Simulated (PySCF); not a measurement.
This PySCF input asks for the NMR shieldings of `C=C[Si@@H](C#N)N([SiH3])[SiH2]O`, C$_{3}$H$_{10}$N$_{2}$OSi$_{3}$; the geometry comes from GFN2-xTB.

```python
import basis_set_exchange as bse
import numpy as np
from pyscf import gto, dft
from pyscf.prop import nmr

atoms = """
C     2.311168    0.893470    0.158673
C     1.886881    0.321556   -0.957885
Si    0.188537   -0.476082   -1.181971
C     0.536956   -2.300786   -1.391361
N     0.801876   -3.398072   -1.582670
N    -0.819343   -0.226391    0.205883
Si   -1.537285   -1.501956    1.162838
Si   -1.343646    1.410712    0.537346
O    -0.561450    2.467407   -0.407007
H     1.686005    0.936203    1.038153
H     3.293482    1.332063    0.255629
H     2.556551    0.287589   -1.809616
H    -0.448443   -0.040036   -2.431490
H    -0.746769   -2.705987    0.940952
H    -2.932033   -1.677902    0.750302
H    -1.477591   -1.070059    2.559424
H    -2.725936    1.614888    0.135392
H    -1.071564    1.654873    1.953202
H     0.392801    2.487761   -0.435197
"""
names = dict.fromkeys(["C", "Si", "N", "O", "H"], "pcSseg-1")
basis = {el: gto.basis.parse(bse.get_basis(n, elements=[el], fmt="nwchem")) for el, n in names.items()}
mol = gto.M(atom=atoms, basis=basis, charge=0, verbose=0)
mf = dft.RKS(mol, xc="PBE0")
mf.grids.level = 2
mf.grids.alignment = dft.numint.BLKSIZE   # the property module wants whole blocks of grid points
mf.conv_tol = 1e-9
mf.kernel()

calc = nmr.RKS(mf)   # GIAO
C = mf.mo_coeff
Co = C[:, mf.mo_occ > 0]
resp = mf.gen_response(singlet=True, hermi=2)
def vind(x):   # induced exchange potential for any number of trial vectors
    d = np.einsum("pi,xij,qj->xpq", C, 2 * x.reshape(-1, C.shape[1], Co.shape[1]), Co, optimize=True)
    return np.einsum("xpq,pi,qj->xij", resp(d - d.transpose(0, 2, 1)), C, Co, optimize=True).ravel()
mo1, _ = nmr.rhf.solve_mo1(calc, with_cphf=vind)
sigma = calc.kernel(mo1)
for i, s in enumerate(sigma):   # ppm
    print("%2d %-2s %9.2f" % (i, mol.atom_pure_symbol(i), np.trace(s) / 3))
```

Q: What are the results?

A: 
```
 0 C      42.90
 1 C      38.44
 2 Si    399.70
 3 C      62.46
 4 N    -101.42
 5 N     251.00
 6 Si    407.10
 7 Si    374.64
 8 O     283.05
 9 H      25.46
10 H      24.95
11 H      25.04
12 H      26.32
13 H      26.38
14 H      26.99
15 H      27.00
16 H      26.67
17 H      26.32
18 H      29.75
```

These numbers come from an equivalent density-fitted implementation of the same equations, which agrees with the script to about 0.01 ppm for H and up to a few tenths of a ppm for heavy atoms, so last digits may differ.

Size and cost of the density-fitted run: 224 basis functions, 85 s wall time on 1 thread of an Arm Neoverse V1, shared host; peak memory 1 GiB.
